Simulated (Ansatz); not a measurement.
Two isomers of C2H6AlNO: A = `C[O][Al]1[CH2][NH]1`, B = `C/C(O)=[N]\[AlH2]`.

Calculated with Ansatz (gas phase, PBE0-D4/def2-TZVP geometries, no zero-point term in ΔE). CBS: MP2 limit from def2 TZ/QZ plus the TZ coupled-cluster correction, frozen cores. Functionals use def2-TZVPP. B3LYP here is the variant with VWN-RPA as its local correlation; programs differ in this. Each species was taken in one conformer, which may not be the lowest.

**Question.** Which isomer does CCSD(T)/CBS put lower? Give the gap. (An estimate is asked.)

**Answer.** The calculation gave: B, by 54.1 kJ/mol.

**Question.** Give E(B) − E(A) in kJ/mol with ωB97M-V, PBE-D4, HF/def2-TZVPP, CCSD/def2-TZVPP, B3LYP-D4, B3LYP, MP2/def2-TZVPP. (Estimate.)

**Answer.** The calculation gave: ωB97M-V -62.6, PBE-D4 -68.1, HF/def2-TZVPP -86.7, CCSD/def2-TZVPP -58.5, B3LYP-D4 -70.0, B3LYP -67.0, MP2/def2-TZVPP -53.0. None reverses the order clearly.

Largest T1 diagnostic: 0.014.

In def2-TZVPP, CCSD(T) changes the Hartree–Fock value by +26.5 kJ/mol (the triples alone add −1.7 kJ/mol) and MP2 by +33.6 kJ/mol. The D4 term adds −3.0 kJ/mol with B3LYP and −1.7 kJ/mol with PBE0; it sums over pairs of atoms, weighted by their polarisabilities, and B3LYP, whose exchange is more repulsive, gets the larger term.
